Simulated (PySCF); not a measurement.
Molecule: SMILES Cc1ccc[cH+]cc1F, [C8H8F]+.

Geometry (Å), atoms numbered from 1 in this order:
```xyz
17

C     2.460   -0.261   -0.127
C     0.985   -0.142   -0.050
C     0.206   -1.299    0.009
C    -1.172   -1.453    0.084
C    -2.171   -0.485    0.122
C    -2.026    0.895    0.094
C    -0.850    1.628    0.019
C     0.457    1.168   -0.045
F     1.371    2.128   -0.111
H     2.924    0.264    0.711
H     2.790   -1.294   -0.128
H     2.833    0.238   -1.024
H     0.771   -2.224   -0.005
H    -1.518   -2.480    0.117
H    -3.186   -0.857    0.181
H    -2.939    1.476    0.135
H    -0.941    2.710    0.007
```

Total charge +1.

Frames of a GFN2-xTB Langevin trajectory at 600 K; GIAO PBE0/pcSseg-1 shieldings in PySCF 2.14.0 with density-fitted response routines, gas phase, non-relativistic; equivalent atoms averaged within each frame.

Referencing at the same level of theory: ¹³C (σ = 186.93 ppm) and ¹H (σ = 31.72 ppm) vs TMS; CFCl3 for ¹⁹F (σ = 170.95 ppm). The references are static minima.

Problem. How do the shifts (ppm) fluctuate along the trajectory?

Solution. 
```
         time (fs)     C8     C2     C6     C7     C4     C5     C3    C1     F9    H17
               250  187.6  185.1  170.5  164.0  156.8  153.9  153.8  30.3  -45.2  10.48
               425  191.2  177.5  158.9  134.0  174.1  155.5  164.5  24.0  -15.1   8.97
               625  172.5  161.6  158.1  147.9  154.7  164.4  161.2  27.9  -35.0   9.41
               800  192.5  161.8  164.5  154.0  163.2  166.4  168.3  27.4  -18.5   9.46
              1000  193.7  177.8  158.6  154.4  155.9  151.4  152.1  29.1    6.6  10.17
    mean of frames  187.5  172.8  162.1  150.9  160.9  158.3  160.0  27.7  -21.5   9.70
standard deviation    8.7   10.5    5.4   11.1    8.1    6.7    6.9   2.4   19.9   0.61
```

5 frames give an uncertainty of the mean of about the standard deviation over 2.2 at best, since frames this close in time may not be independent; classical motion lacks zero-point vibration, and the reference would need the same averaging.
